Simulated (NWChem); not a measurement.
Species: C₂H₆F₂Si; SMILES C[Si@H](F)CF

```xyz
11

C     -0.9982     1.8775    -0.1393
Si     0.0611     0.4253     0.3503
F      1.5620     0.6562    -0.2450
C     -0.6218    -1.1773    -0.3834
F      0.0572    -2.2734     0.1064
H     -0.5471     2.8184     0.2115
H     -2.0046     1.8013     0.3021
H     -1.1062     1.9427    -1.2333
H      0.1907     0.2823     1.8266
H     -1.6969    -1.2802    -0.1414
H     -0.5435    -1.1644    -1.4865
```
Atoms are numbered in this order, from 1.

Computed with NWChem. Medium grid unless said otherwise, to which SCAN and Minnesota functionals are sensitive. Geometry: optimised at PBE0/def2-SVP. B3LYP is NWChem's, with the RPA form of VWN correlation.

### Question
Order these by “dipole (D)”, lowest first: B3LYP/def2-TZVP; TPSSh/def2-TZVP; BLYP/def2-TZVP.

### Answer
BLYP/def2-TZVP (2.89), TPSSh/def2-TZVP (2.96), B3LYP/def2-TZVP (3.03)
